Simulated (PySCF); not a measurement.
C2H3O2 (SMILES [CH2]C(=O)O), doublet (typed; the unrestricted solution is spin-contaminated), at a GFN2-xTB geometry; PySCF with MP2/STO-3G.

Input for PySCF:
```python
from pyscf import gto, scf, mp

mol = gto.Mole()
mol.atom = '''
    C    -1.361178   -0.269750    0.132379
    C     0.005792    0.107460   -0.009385
    O     0.412033    1.249895   -0.137014
    O     0.851813   -0.947059    0.009755
    H    -1.623840   -1.305168    0.239524
    H    -2.118218    0.491145    0.130413
    H     1.763606   -0.634929   -0.089827
'''
mol.basis = 'sto-3g'
mol.charge = 0
mol.spin = 1
mol.verbose = 4
mol.build()

mf = scf.UHF(mol)
mf.kernel()

pt = mp.MP2(mf)
pt.kernel()
print('E(MP2) = %.10f' % pt.e_tot)
```

What the program printed (banner, timings and long lists left out):

```
PySCF version 2.14.0

[INPUT] verbose = 4
[INPUT] num. atoms = 7
[INPUT] num. electrons = 31
[INPUT] charge = 0
[INPUT] spin (= nelec alpha-beta = 2S) = 1
[INPUT] symmetry False subgroup None
[INPUT] Mole.unit = angstrom
[INPUT] Symbol           X                Y                Z      unit          X                Y                Z       unit  Magmom
[INPUT]  1 C     -1.361178000000  -0.269750000000   0.132379000000 AA   -2.572253626783  -0.509753622101   0.250160054644 Bohr   0.0
[INPUT]  2 C      0.005792000000   0.107460000000  -0.009385000000 AA    0.010945293713   0.203069969346  -0.017735079679 Bohr   0.0
[INPUT]  3 O      0.412033000000   1.249895000000  -0.137014000000 AA    0.778629524283   2.361959234463  -0.258918935231 Bohr   0.0
[INPUT]  4 O      0.851813000000  -0.947059000000   0.009755000000 AA    1.609693279344  -1.789682133804   0.018434278345 Bohr   0.0
[INPUT]  5 H     -1.623840000000  -1.305168000000   0.239524000000 AA   -3.068612870114  -2.466410066546   0.452634760260 Bohr   0.0
[INPUT]  6 H     -2.118218000000   0.491145000000   0.130413000000 AA   -4.002851892124   0.928129537450   0.246444853083 Bohr   0.0
[INPUT]  7 H      1.763606000000  -0.634929000000  -0.089827000000 AA    3.332732331640  -1.199841918544  -0.169748428591 Bohr   0.0

nuclear repulsion = 113.961211374542
number of shells = 15
number of NR pGTOs = 69
number of NR cGTOs = 23
basis = sto-3g
ecp = {}

******** <class 'pyscf.scf.uhf.UHF'> ********
method = UHF
initial guess = minao
damping factor = 0
level_shift factor = 0
DIIS = <class 'pyscf.scf.diis.CDIIS'>
diis_start_cycle = 1
diis_space = 8
diis_damp = 0
SCF conv_tol = 1e-09
SCF conv_tol_grad = None
SCF max_cycles = 50
direct_scf = True
direct_scf_tol = 1e-13
number electrons alpha = 16  beta = 15
Set gradient conv threshold to 3.16228e-05
init E= -224.956694046669

cycle= 1 E= -223.959930061397  delta_E= 0.997  |g|= 0.499  |ddm|= 2.48
cycle= 2 E= -224.105593973135  delta_E= -0.146  |g|= 0.324  |ddm|= 1.02
cycle= 3 E= -224.160923269118  delta_E= -0.0553  |g|= 0.0615  |ddm|= 0.391
cycle= 4 E= -224.167661950709  delta_E= -0.00674  |g|= 0.0424  |ddm|= 0.134
cycle= 5 E= -224.172143038335  delta_E= -0.00448  |g|= 0.0308  |ddm|= 0.117
cycle= 6 E= -224.176229924586  delta_E= -0.00409  |g|= 0.0265  |ddm|= 0.12
cycle= 7 E= -224.182473981262  delta_E= -0.00624  |g|= 0.0068  |ddm|= 0.303
cycle= 8 E= -224.182510701329  delta_E= -3.67e-05  |g|= 0.00469  |ddm|= 0.0181
cycle= 9 E= -224.182602904863  delta_E= -9.22e-05  |g|= 0.00101  |ddm|= 0.0359
cycle= 10 E= -224.18260232073  delta_E= 5.84e-07  |g|= 0.000744  |ddm|= 0.00761
cycle= 11 E= -224.18260379216  delta_E= -1.47e-06  |g|= 0.000471  |ddm|= 0.00941
cycle= 12 E= -224.182604833348  delta_E= -1.04e-06  |g|= 5.74e-05  |ddm|= 0.00406
cycle= 13 E= -224.182604845022  delta_E= -1.17e-08  |g|= 1.33e-05  |ddm|= 0.000325
cycle= 14 E= -224.182604845418  delta_E= -3.96e-10  |g|= 4.96e-06  |ddm|= 6.22e-05
Extra cycle  E= -224.182604845448  delta_E= -3e-11  |g|= 3.02e-06  |ddm|= 8.58e-06
converged SCF energy = -224.182604845448  <S^2> = 1.0169279  2S+1 = 2.2511578

******** <class 'pyscf.mp.ump2.UMP2'> ********
nocc = (np.int64(16), np.int64(15)), nmo = (23, 23)
E(UMP2) = -224.333364081156  E_corr = -0.150759235707732
E(SCS-UMP2) = -224.339070332614  E_corr = -0.156465487165412
E_corr(same-spin) = -0.0282064565583071
E_corr(oppo-spin) = -0.122552779149425
E(MP2) = -224.3333640812
```
